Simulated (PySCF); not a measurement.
A side-by-side comparison of computed properties.

First species: C₇H₁₂F₂.
SMILES: `CC[C@@H](F)/C=C/[C@@H](C)F`

Second species: C₇H₉ClOSi.
Numbering: `[CH3:1][O:2][SiH2:3][c:4]1[cH:5][cH:6][cH:7][c:8]([Cl:9])[cH:10]1` (hydrogens: H11, H12, H13 on C1; H14, H15 on Si3; H16 on C5; H17 on C6; H18 on C7; H19 on C10)

Levels: PBE0/pcSseg-1 for dipole moment, HOMO energy, LUMO energy and HOMO–LUMO gap; GFN2-xTB for rotational constant A and rotational constant C. Geometries: GFN2-xTB. Each species is one conformer at its optimised geometry, gas phase, non-relativistic unless stated. Electronic properties by PySCF.

The conformers computed, where there is a choice (atom-mapped SMILES and torsion angles):
- `[CH3:1][CH2:2][C@@H:3]([F:4])/[CH:5]=[CH:6]/[C@@H:7]([CH3:8])[F:9]`: C1–C2–C3–F4 63°, C2–C3–C5–C6 -117°, C5–C6–C7–C8 -118°
- `[CH3:1][O:2][SiH2:3][c:4]1[cH:5][cH:6][cH:7][c:8]([Cl:9])[cH:10]1`: C1–O2–Si3–C4 180°, O2–Si3–C4–C5 0°

Values for the first species:

| Item | Value |
| --- | --- |
| Dipole moment | 0.57 D |
| HOMO energy | -7.44 eV |
| LUMO energy | 0.25 eV |
| HOMO–LUMO gap | 7.69 eV |
| Rotational constant A | 3.516 GHz |
| Rotational constant C | 0.617 GHz |

Task: Estimate the same properties for the second species, and the change in each.

Result: 
| property | first | second | second less first |
| --- | --- | --- | --- |
| dipole moment | 0.57 D | 2.56 D | +1.99 D |
| HOMO energy | -7.44 eV | -7.15 eV | +0.29 eV |
| LUMO energy | 0.25 eV | -0.78 eV | -1.03 eV |
| HOMO–LUMO gap | 7.69 eV | 6.37 eV | -1.32 eV |
| rotational constant A | 3.516 GHz | 2.634 GHz | -0.882 GHz |
| rotational constant C | 0.617 GHz | 0.377 GHz | -0.240 GHz |

On the first: A dipole of 0.57 D is allowed in C1, and pure rotational transitions are dipole-allowed. The dipole matches unit charges of opposite sign 0.12 Å apart (1 e·Å = 4.8032 D).

On the second: The dipole matches unit charges of opposite sign 0.53 Å apart (1 e·Å = 4.8032 D). A dipole of 2.56 D is allowed in Cs, and pure rotational transitions are dipole-allowed.
